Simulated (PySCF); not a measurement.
## Correlation energy of Ne(2+) (neon, charge +2)

[He] 2s1 2p5, high-spin 3P determinant (an excited configuration). All numbers are calculated (PySCF 2.14, the spin-free X2C one-electron Hamiltonian (Gaussian nucleus), in aug-cc-pVDZ-DK (4s3p2d, 23 functions)). Frozen: 1s2; 6 electrons correlated.

```json
{"level": "CCSD", "correlation energy (mhartree)": "-154.25"}
{"level": "(T)", "correlation energy (mhartree)": "-1.96"}
{"level": "CCSD(T)", "correlation energy (mhartree)": "-156.21"}
{"level": "CCSDT", "correlation energy (mhartree)": "-156.48"}
```

Diagnostics: T1 = 0.0041, D1 = 0.0088, largest double amplitude 0.047.

Cost of the coupled-cluster step: about 0.21 core-seconds, for 6 correlated electrons.

Iterations:

```
CC2 = 0
CCSD nocc = (np.int64(4), np.int64(2)), nmo = (22, 22)
frozen orbitals [[0], [0]]
max_cycle = 100
direct = 0
conv_tol = 1e-08
conv_tol_normt = 1e-06
diis_space = 8
diis_start_cycle = 0
Init t2, MP2 energy = -0.130796439080744
Init E_corr(UCCSD) = -0.130796439082388
cycle = 1  E_corr(UCCSD) = -0.146649423998294  dE = -0.0158529849  norm(t1,t2) = 0.0355523
cycle = 2  E_corr(UCCSD) = -0.151117065801792  dE = -0.0044676418  norm(t1,t2) = 0.0155027
cycle = 3  E_corr(UCCSD) = -0.154325299561013  dE = -0.00320823376  norm(t1,t2) = 0.00756847
cycle = 4  E_corr(UCCSD) = -0.154232452819643  dE = 9.28467414e-05  norm(t1,t2) = 0.00111151
cycle = 5  E_corr(UCCSD) = -0.154244253610465  dE = -1.18007908e-05  norm(t1,t2) = 0.000322331
cycle = 6  E_corr(UCCSD) = -0.154250331998733  dE = -6.07838827e-06  norm(t1,t2) = 8.46055e-05
cycle = 7  E_corr(UCCSD) = -0.154249440905605  dE = 8.91093128e-07  norm(t1,t2) = 2.62714e-05
cycle = 8  E_corr(UCCSD) = -0.154249126209424  dE = 3.14696181e-07  norm(t1,t2) = 0.000108077
cycle = 9  E_corr(UCCSD) = -0.154249274087676  dE = -1.47878252e-07  norm(t1,t2) = 3.93058e-06
cycle = 10  E_corr(UCCSD) = -0.15424917711402  dE = 9.69736563e-08  norm(t1,t2) = 8.67715e-07
cycle = 11  E_corr(UCCSD) = -0.154249163669577  dE = 1.34444423e-08  norm(t1,t2) = 2.15682e-07
cycle = 12  E_corr(UCCSD) = -0.154249167300501  dE = -3.63092401e-09  norm(t1,t2) = 5.23419e-08
UCCSD converged
E(UCCSD) = -125.6269772218336  E_corr = -0.1542491673005014
UCCSD(T) correction = -0.0019620914458355
```
